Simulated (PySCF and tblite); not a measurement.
Results of a calculation; reference values are marked as such.
C₈H₁₃NO, numbered as in [CH2:1]=[CH:2][CH2:3]/[CH:4]=[CH:5]/[N:6]([CH3:7])[C:8]([CH3:9])=[O:10].

Search: ETKDG, MMFF94s, GFN2-xTB, 200 starts; geometries at GFN2-xTB. Energies: PBE0-D3(BJ)/6-31G*, with GFN2-xTB thermal terms (modes under about 100 cm⁻¹ blended into free rotors). Symmetry numbers and mirror images are counted. Conformers within 3 kcal/mol (GFN2-xTB free energy) were kept, 10 at most. Of two unlike H on one atom, a is the less shielded (PBE0/6-31G*). Run with PySCF (density fitting) and tblite.

An NOE distance is ⟨r⁻⁶⟩^(−1/6) over all pairs of like atoms and, for the average, over conformers.

Torsions listed: C1–C2–C3–C4, C2–C3–C4–C5, C4–C5–N6–C7, C7–N6–C8–O10. Of a mirror pair one member is shown.

```csv
conformer,shape,weight %
1,"117°, -18°, 0°, 0°",22.6
2,"12°, -114°, -1°, 0°",19.0
3,"-117°, -114°, -2°, 0°",18.3
4,"-117°, -113°, -3°, 180°",15.1
```

Not shown: 6 more, 25.1 % in all.

(1) Which H–H contacts under 3.5 Å would NOEs report (pairs on one atom left out) at 298.15 K?

(2) In a model where alignment follows shape alone (order matrix 0.001 × (3G/tr G − 1)/2, G the second moments of the atom positions; splitting J + 2D), what are the one-bond C–H dipolar couplings D?

## Answers

(1) 
| pair | in 1 (Å) | in 2 (Å) | in 3 (Å) | in 4 (Å) | average (Å) |
| --- | --- | --- | --- | --- | --- |
| H1b ··· H2 | 2.44 | 2.43 | 2.44 | 2.44 | 2.44 |
| H4 ··· H7 | 2.52 | 2.51 | 2.51 | 2.51 | 2.51 |
| H5 ··· H9 | 2.37 | 2.38 | 2.38 | 4.45 | 2.55 |
| H2 ··· H3 | 2.69 | 2.49 | 2.71 | 2.70 | 2.62 |
| H3 ··· H4 | 2.50 | 2.68 | 2.70 | 2.69 | 2.63 |
| H3 ··· H5 | 3.41 | 2.59 | 2.58 | 2.61 | 2.71 |
| H1a ··· H3 | 2.67 | 3.51 | 2.67 | 2.67 | 2.81 |
| H1a ··· H2 | 3.06 | 3.06 | 3.06 | 3.06 | 3.06 |
| H4 ··· H5 | 3.05 | 3.06 | 3.06 | 3.07 | 3.06 |
| H1a ··· H4 | 4.69 | 2.63 | 3.73 | 3.73 | 3.09 |
| H2 ··· H5 | 2.58 | 4.56 | 3.61 | 3.60 | 3.09 |
| H7 ··· H9 | 4.65 | 4.65 | 4.65 | 2.78 | 3.26 |
| H2 ··· H4 | 3.77 | 3.82 | 3.20 | 3.22 | 3.36 |

Longer pairs under the limit may be missing.

(2) H1a 1.4 Hz (8.4 in conformer 1), H1b -0.8 Hz (0.8 in conformer 1), H2 1.4 Hz (8.3 in conformer 1), H3 4.8 Hz (4.8 in conformer 1), H4 4.0 Hz (-0.5 in conformer 1), H5 4.0 Hz (-0.9 in conformer 1), H7 -1.3 Hz (0.5 in conformer 1), H9 1.1 Hz (0.4 in conformer 1).
